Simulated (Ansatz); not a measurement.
# What each rung costs, and what it gives

Saddle point of SiN$_{2}$H$_{6}$S, singlet (SiN₂H₆S ([NH2][SiH]([NH2])[SH]) → SiN₂H₄ ([NH2][Si][NH2]) + H₂S; bonds formed: S2–H3; bonds broken: Si1–S2, Si1–H3), PBE0-D4/def2-TZVP structure:

| atom | x (Å) | y (Å) | z (Å) |
| --- | --- | --- | --- |
| Si1 | -0.6332 | -0.3211 | 0.1096 |
| S2 | 1.6026 | -1.3847 | -0.9248 |
| H3 | -0.0029 | -1.7299 | -0.2974 |
| N4 | -0.1165 | 0.5895 | 1.4446 |
| N5 | -1.1186 | 0.7618 | -1.1053 |
| H6 | 2.0598 | -1.6577 | 0.3074 |
| H7 | 0.2245 | 1.5358 | 1.3789 |
| H8 | 0.1856 | 0.1360 | 2.2898 |
| H9 | -1.5115 | 0.4061 | -1.9609 |
| H10 | -0.6895 | 1.6642 | -1.2417 |

Barriers are electronic and count from the start structure reached by relaxing down the imaginary mode.

Ansatz 0.2.0; basis: as named in each row; cores frozen in the correlated methods. B3LYP uses VWN-RPA correlation. Extrapolation: Hartree–Fock as exp(−7.88 √X), correlation as X^−2.97.

Times are rough, for one single point on 4 threads of a shared host (Arm Neoverse N1).

The estimate by CCSD(T) at an estimated basis limit (MP2 extrapolated from triple and quadruple zeta, plus CCSD(T) − MP2 in triple zeta) is 67.17 kcal/mol.

| method | basis | time (s) | barrier (kcal/mol) | method less estimate |
| --- | --- | --- | --- | --- |
| HF | STO-3G | under 1 | 104.43 | 37.26 |
| PBE-D4 | STO-3G | under 1 | 64.66 | -2.51 |
| SPW92 | def2-SVP | under 1 | 52.56 | -14.61 |
| B3LYP-D4 | 6-31G | 1 | 48.68 | -18.49 |
| PBE-D4 | def2-SVP | 1 | 53.35 | -13.82 |
| PBE0-D4 | def2-SVP | 1 | 61.07 | -6.10 |
| SPW92 | def2-TZVPP | 2 | 54.53 | -12.64 |
| PBE-D4 | def2-TZVPP | 3 | 55.41 | -11.76 |
| BLYP-D4 | def2-TZVPP | 3 | 55.28 | -11.89 |
| B3LYP-D4 | def2-TZVPP | 4 | 61.67 | -5.50 |
| BHLYP-D4 | def2-TZVPP | 4 | 70.49 | 3.32 |
| PBE0-D4 | def2-TZVPP | 4 | 63.00 | -4.17 |
| CCSD(T) | def2-SVP | 4 | 66.58 | -0.59 |
| CAM-B3LYP-D4 | def2-TZVPP | 4 | 67.20 | 0.03 |
| r2SCAN-D4 | def2-TZVPP | 6 | 61.45 | -5.72 |
| r2SCAN0-D4 | def2-TZVPP | 6 | 66.53 | -0.64 |
| wB97M-V | def2-SVP | 6 | 65.48 | -1.69 |
| RPA on PBE | def2-TZVPP | 7 | 64.91 | -2.26 |
| B2PLYP | def2-TZVPP | 8 | 65.11 | -2.06 |
| PBE-QIDH | def2-TZVPP | 8 | 69.30 | 2.13 |
| wB97X-V | def2-TZVPP | 10 | 70.74 | 3.57 |
| B97M-V | def2-TZVPP | 11 | 63.17 | -4.00 |
| wB97M-V | def2-TZVPP | 12 | 67.73 | 0.56 |
| MP2 | def2-QZVPP | 27 | 68.55 | 1.38 |
| CCSD(T) | def2-TZVPP | 110 | 67.48 | 0.31 |

All methods are single points on the PBE0-D4 structures.

The T1 diagnostic stays at or below 0.015. The restricted Hartree–Fock reference is unstable towards an unrestricted one at one or more of these structures.

Losses and insertions of silylenes and their heavier kin drive the gas-phase chemistry of silicon and germanium vapour deposition.

Labels in which every atom is bracketed show which atoms are joined, not bond orders.
